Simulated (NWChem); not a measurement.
A calculation on tin monoxide (OSn)

```xyz
2

Sn     0.0000     0.0000     0.2536
O      0.0000     0.0000    -1.5848
```
Charge 0, spin multiplicity 1.

The numbers come from NWChem runs, not from measurements. Structure: optimised with PBE0/def2-SVP with def2 effective core potentials on Sn, a minimum by its harmonic frequencies.

Symmetry labels belong to the abelian group C2v used in the runs, with the axes of the coordinates shown; states degenerate in a higher group split over its labels.

Effective core potentials replace the inner electrons of Sn; spin-orbit coupling is left out.

Problem. List the lowest 3 singlet excitations that CIS/def2-SVPD with def2 effective core potentials on Sn gives, with oscillator strengths.

Solution. 
```json
[
 {"state": "1", "symmetry": "a2", "energy (eV)": "4.11", "wavelength (nm)": "302", "f": "0.000"},
 {"state": "2", "symmetry": "b1", "energy (eV)": "4.30", "wavelength (nm)": "288", "f": "0.071"},
 {"state": "3", "symmetry": "b2", "energy (eV)": "4.30", "wavelength (nm)": "288", "f": "0.071"}
]
```
